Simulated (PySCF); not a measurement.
Dipole polarisabilities along the 5d series, charge +1

Calculated with PySCF 2.14 for the ground configurations, without spin-orbit coupling: coupled response for Hartree-Fock and DFT. Mean α in bohr³, C₆ of like pairs in atomic units.

| species | α UHF | α PBE | α PBE0 | C₆ UHF | C₆ PBE | C₆ PBE0 |
| --- | --- | --- | --- | --- | --- | --- |
| Ta⁺ [Xe] 4f14 5d3 6s1 (aug-cc-pVTZ-PP with one added diffuse shell each of s, p, d, f, g type with ECP60MDF, ECP) | 53.09 | 41.14 | 42.93 | 480.4 | 354.5 | 372.2 |
| W⁺ [Xe] 4f14 5d4 6s1 (aug-cc-pVTZ-PP with one added diffuse shell each of s, p, d, f, g type with ECP60MDF, ECP) | 44.43 | 35.02 | 36.41 | 391.9 | 299.9 | 312.5 |
| Re⁺ [Xe] 4f14 5d5 6s1 (aug-cc-pVTZ-PP with one added diffuse shell each of s, p, d, f, g type with ECP60MDF, ECP) | 37.86 | 30.15 | 31.28 | 324.3 | 254.3 | 263.6 |
| Os⁺ [Xe] 4f14 5d6 6s1 (aug-cc-pVTZ-PP with one added diffuse shell each of s, p, d, f, g type with ECP60MDF, ECP) | 34.02 | 27.36 | n/a | 282.2 | 228.4 | n/a |
| Ir⁺ [Xe] 4f14 5d7 6s1 (aug-cc-pVTZ-PP with one added diffuse shell each of s, p, d, f, g type with ECP60MDF, ECP) | 30.62 | 24.63 | 25.42 | 244.6 | 201.3 | 206.2 |
| Au⁺ [Xe] 4f14 5d10 (aug-cc-pVTZ-PP with one added diffuse shell each of s, p, d, f, g type with ECP60MDF, ECP) | 12.31 | 14.38 | 13.64 | 89.71 | 107.2 | 101.1 |
| Hg⁺ [Xe] 4f14 5d10 6s1 (aug-cc-pVTZ-PP with one added diffuse shell each of s, p, d, f, g type with ECP60MDF, ECP) | 24.33 | 19.21 | 19.87 | 175.3 | 145.7 | 148.7 |

Question: Fill in the row of Pt⁺ [Xe] 4f14 5d9 (aug-cc-pVTZ-PP with one added diffuse shell each of s, p, d, f, g type with ECP60MDF, ECP).

Answer: α UHF 14.76; α PBE 17.16; α PBE0 16.17; C₆ UHF 108.8; C₆ PBE 130.0; C₆ PBE0 121.4.

The values depend on the diffuse functions of the basis.
